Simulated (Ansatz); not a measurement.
A CCSD(T) single point on `C1=N[SiH2]CS1`.

```yaml
crystal:
  periodic: [false, false, false]
  atoms:
    - {symbol: C, position_ang: [-1.332235, 0.831014, 0.634335]}
    - {symbol: N, position_ang: [-1.137099, -0.352083, 1.029868]}
    - {symbol: Si, position_ang: [0.268324, -1.075082, 0.294134]}
    - {symbol: C, position_ang: [0.864430, 0.354475, -0.814843]}
    - {symbol: S, position_ang: [-0.316768, 1.689905, -0.531783]}
    - {symbol: H, position_ang: [-2.167571, 1.442811, 0.987695]}
    - {symbol: H, position_ang: [1.277836, -1.451556, 1.315719]}
    - {symbol: H, position_ang: [-0.095332, -2.281045, -0.491946]}
    - {symbol: H, position_ang: [1.863703, 0.699543, -0.547161]}
    - {symbol: H, position_ang: [0.857712, 0.090816, -1.873018]}
basis:
  gaussian: {orbitals: def2-TZVPP}
correlation: {method: ccsd_t}
```

```sh
$ ansatz run in.yaml --threads 4 --pin off --events-out ev --progress --plain --max-ram 10444MiB
```

The program prints (abridged):

```
Functional definition: HF
1446 factors; integrals over basis functions are off by at most 1.1e-3 eV
mean field evaluation 1: about -22299.2628 eV, gradient 3.9e1 eV
mean field evaluation 2: about -22299.6198 eV, gradient 3.9e1 eV
mean field evaluation 4: about -22303.5291 eV, gradient 5.3e0 eV
mean field evaluation 8: about -22303.6617 eV, gradient 5.6e-1 eV
mean field evaluation 16: about -22303.6657 eV, gradient 2.9e-6 eV
mean field -22303.66572364 eV, -819.6445973761 hartree, gradient 2.9e-6 eV, S^2 0.000000; 0 other end points of the search recorded, 0 dependent functions left out
13 core orbitals not correlated: weight in the atoms' cores, before any rotation towards them, 1.000 or more for the frozen orbitals, at most 0.000 for the correlated occupied ones
reference -22303.66572364 eV, -819.6445973761 hartree; 14, 14 occupied and 220, 220 virtual orbitals, 1446 factors
second order -22.21097954 eV of doubles, -0.00000000 eV of singles
cycle   1  -22.53383302 eV  change   -3.2e-1 eV  update   1.2e-1
cycle   2  -23.17742935 eV  change   -6.4e-1 eV  update   3.7e-2
cycle   3  -23.33074555 eV  change   -1.5e-1 eV  update   2.1e-2
cycle   4  -23.31763644 eV  change    1.3e-2 eV  update   5.7e-3
cycle   5  -23.31596926 eV  change    1.7e-3 eV  update   3.1e-3
cycle   6  -23.31667256 eV  change   -7.0e-4 eV  update   1.0e-3
cycle   7  -23.31618046 eV  change    4.9e-4 eV  update   4.7e-4
cycle   8  -23.31612626 eV  change    5.4e-5 eV  update   1.9e-4
cycle   9  -23.31618733 eV  change   -6.1e-5 eV  update   7.0e-5
cycle  10  -23.31615274 eV  change    3.5e-5 eV  update   3.1e-5
perturbative correction -1.16887072 eV, -0.0429552066 hartree
Total energy: -22328.15074709 eV, -820.5444053915 hartree
```

It took 120 s on 4 threads of an Arm Neoverse V1 on a shared host, with 4.9 GiB of host memory at the peak.

Correlation energy per correlated electron: -0.874 eV. T1 diagnostic: 0.0154.
